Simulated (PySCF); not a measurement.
C2H9FOSi2, SMILES OCC[SiH2][SiH2]F.

Geometry optimised at PBE-D3(BJ)/def2-SVP. This is a generated structure with no PubChem entry under its InChIKey; it may be hypothetical. Other conformers were not sampled.

Computed with PBE-D3(BJ)/def2-SVP (PySCF 2.14.0).

Frequencies are harmonic and unscaled.

```tsv
mode	ν (cm⁻¹)	IR (km/mol)	moving atoms (share of kinetic energy)
1	37	0.3	H 30 %, C 24 %, O 18 %, Si 17 %, F 11 %
2	120	4.2	O 38 %, Si 25 %, F 18 %, H 11 %
3	149	5.1	Si 31 %, H 30 %, F 25 %, C 9 %
4	164	5.4	F 42 %, Si 32 %, O 13 %, H 9 %
5	183	4.0	H 27 %, C 25 %, O 18 %, F 16 %, Si 14 %
6	236	2.4	H 32 %, Si 26 %, C 21 %, O 19 %
7	326	33.5	H 87 %
8	355	80.0	H 86 %
9	430	2.4	H 44 %, Si 25 %, C 16 %, O 15 %
10	440	4.3	Si 62 %, H 30 %
11	545	12.9	H 55 %, Si 27 %, C 14 %
12	619	1.3	H 46 %, C 32 %, Si 21 %
13	660	52.4	H 79 %, C 14 %
14	697	73.3	H 74 %, C 13 %, Si 13 %
15	770	13.8	H 94 %
16	792	142.7	H 62 %, C 22 %
17	816	45.1	F 56 %, Si 29 %, H 15 %
18	868	148.1	H 79 %, Si 14 %
19	892	18.4	H 93 %
20	911	147.6	H 83 %
21	930	17.8	H 59 %, C 29 %
22	969	18.7	H 74 %, C 20 %
23	1054	103.2	C 52 %, H 27 %, O 21 %
24	1101	3.0	H 75 %, C 18 %
25	1163	3.5	H 71 %, C 26 %
26	1234	32.7	H 75 %, C 20 %
27	1250	2.8	H 84 %, C 14 %
28	1361	5.0	H 88 %, C 11 %
29	1383	13.4	H 70 %, C 27 %
30	1454	3.2	H 93 %
31	2134	88.8	H 97 %
32	2148	86.8	H 97 %
33	2157	99.4	H 96 %
34	2178	134.2	H 96 %
35	2908	67.3	H 95 %
36	2948	40.6	H 90 %, C 10 %
37	2992	9.1	H 94 %
38	3054	3.4	H 91 %, C 9 %
39	3720	47.5	H 94 %
```
